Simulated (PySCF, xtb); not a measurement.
diisopropyl telluride (C₆H₁₄Te), SMILES [Te](C(C)C)C(C)C.

GFN2-xTB in xtb at its own geometry gives an orbital gap of 4.02 eV and a dipole moment of 1.36 D.

Geometry: PBE-D3(BJ)/def2-SVP. The def2 effective core potentials stand for the cores of Te; spin–orbit coupling is left out. Other conformers were not sampled.

Question: What does PySCF with ωB97X/def2-SVP give? (The exact figures need the calculation; the answer reports its results.)

Answer: gap 9.36 eV (levels -7.66 and 1.69 eV), dipole 1.41 D.
